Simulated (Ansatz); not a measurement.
Saddle point of SiH₆O₄, singlet (SiH₄O₃ ([OH][SiH]([OH])[OH]) + H₂O → SiH₄O₄ ([OH][Si]([OH])([OH])[OH]) + H₂; bonds formed: Si1–O7, H2–H6; bonds broken: Si1–H2, H6–O7), PBE0-D4/def2-TZVP structure:

Si1  (0.084, -0.229, 0.028)
H2  (1.509, 0.725, -0.221)
O3  (0.696, -0.754, 1.460)
O4  (-1.472, -0.799, 0.202)
O5  (0.392, -0.839, -1.465)
H6  (0.679, 1.519, -0.296)
O7  (-0.410, 1.542, -0.024)
H8  (1.603, -0.491, 1.623)
H9  (-1.733, -0.968, 1.108)
H10  (-0.279, -1.478, -1.723)
H11  (-1.068, 1.772, -0.693)
(Å)

Energies are electronic, without zero-point energy. Barriers and step energies count from the start structure reached by relaxing down the imaginary mode; all methods use the PBE0-D4 structures, on which another method's saddle can fall below an end. Ansatz 0.2.0; basis: def2-TZVPP, with def2-QZVPP for the basis limit; cores frozen in the correlated methods. B3LYP uses VWN-RPA correlation. Extrapolation: Hartree–Fock as exp(−7.88 √X), correlation as X^−2.97.

```json
{"method": "SPW92", "barrier (kcal/mol)": "28.05", "step energy (kcal/mol)": "-10.93"}
{"method": "PBE-D4", "barrier (kcal/mol)": "34.73", "step energy (kcal/mol)": "-13.31"}
{"method": "BLYP-D4", "barrier (kcal/mol)": "39.62", "step energy (kcal/mol)": "-14.87"}
{"method": "r2SCAN-D4", "barrier (kcal/mol)": "?", "step energy (kcal/mol)": "-16.55"}
{"method": "B97M-V", "barrier (kcal/mol)": "37.24", "step energy (kcal/mol)": "-16.65"}
{"method": "PBE0-D4", "barrier (kcal/mol)": "37.44", "step energy (kcal/mol)": "-14.41"}
{"method": "B3LYP-D4", "barrier (kcal/mol)": "41.26", "step energy (kcal/mol)": "-15.45"}
{"method": "r2SCAN0-D4", "barrier (kcal/mol)": "37.97", "step energy (kcal/mol)": "-16.73"}
{"method": "BHLYP-D4", "barrier (kcal/mol)": "44.54", "step energy (kcal/mol)": "-16.48"}
{"method": "CAM-B3LYP-D4", "barrier (kcal/mol)": "41.01", "step energy (kcal/mol)": "-15.37"}
{"method": "wB97X-V", "barrier (kcal/mol)": "39.66", "step energy (kcal/mol)": "-15.68"}
{"method": "wB97M-V", "barrier (kcal/mol)": "38.56", "step energy (kcal/mol)": "-15.94"}
{"method": "B2PLYP", "barrier (kcal/mol)": "41.59", "step energy (kcal/mol)": "-15.78"}
{"method": "PBE-QIDH", "barrier (kcal/mol)": "?", "step energy (kcal/mol)": "-15.74"}
{"method": "RPA on PBE", "barrier (kcal/mol)": "40.74", "step energy (kcal/mol)": "-15.82"}
{"method": "HF", "barrier (kcal/mol)": "53.66", "step energy (kcal/mol)": "-18.75"}
{"method": "MP2", "barrier (kcal/mol)": "?", "step energy (kcal/mol)": "-16.73"}
{"method": "CCSD", "barrier (kcal/mol)": "42.89", "step energy (kcal/mol)": "-16.32"}
{"method": "CCSD(T)", "barrier (kcal/mol)": "40.94", "step energy (kcal/mol)": "-16.07"}
```

(1) Fill in the withheld barriers. (An estimate is asked for; the value comes from the calculation.)

The T1 diagnostic stays at or below 0.012.

Answers

(1) Computed: r2SCAN-D4 35.76; PBE-QIDH 39.29; MP2 39.96 kcal/mol. Each is the energy of the saddle less that of the start structure, by the same method.

For comparison, the barrier by CCSD(T) at an estimated basis limit (MP2 extrapolated from triple and quadruple zeta, plus CCSD(T) − MP2 in triple zeta) is 40.86 kcal/mol.

Labels in which every atom is bracketed show which atoms are joined, not bond orders.

For scale, one of the runs: CCSD(T)/def2-TZVPP, 250 basis functions, launched by `ansatz run in.yaml --threads 8 --pin off --events-out ev --progress --plain --max-ram 19148MiB`. The run took 68 s on 8 CPU threads of an Intel Xeon Platinum 8488C (shared host), with 5.7 GiB of host memory at its peak.
